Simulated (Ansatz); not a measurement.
`O1[SiH2]P1` and `OP1O[SiH2]1` differ in one atom or group.

Ansatz, PBE0-D4/def2-TZVP geometries, multiplicity 1. Each molecule was computed in one conformer, which needn't be the lowest.

```tsv
property	`O1[SiH2]P1`
HOMO energy (B3LYP/def2-TZVPP) / eV	-7.03
HOMO–LUMO gap (ωB97M-V/def2-TZVPP) / eV	10.09
HOMO–LUMO gap (PBE0/def2-TZVPP) / eV	6.22
HOMO energy (PBE0/def2-TZVPP) / eV	-7.25
LUMO energy (B3LYP/def2-TZVPP) / eV	-1.23
HOMO energy (ωB97M-V/def2-TZVPP) / eV	-9.30
```

(1) Give the same properties after the change, and the shifts. (Estimate.)

Answers

(1) Computed: 
| property | `OP1O[SiH2]1` | shift |
| --- | --- | --- |
| HOMO energy (B3LYP/def2-TZVPP) / eV | -6.51 | 0.52 |
| HOMO–LUMO gap (ωB97M-V/def2-TZVPP) / eV | 8.83 | -1.26 |
| HOMO–LUMO gap (PBE0/def2-TZVPP) / eV | 4.84 | -1.38 |
| HOMO energy (PBE0/def2-TZVPP) / eV | -6.68 | 0.57 |
| LUMO energy (B3LYP/def2-TZVPP) / eV | -2.00 | -0.77 |
| HOMO energy (ωB97M-V/def2-TZVPP) / eV | -8.72 | 0.58 |

With PBE0 the HOMO rises by 0.57 eV and the LUMO falls by 0.81 eV, so the gap narrows by about 1.38 eV. PBE moves the HOMO by 0.54 eV and ωB97M-V by 0.58 eV. The zero-point energy changes by 12.9 kJ/mol with +3 modes.

B3LYP here is the variant with VWN-RPA as its local correlation; programs differ in this.
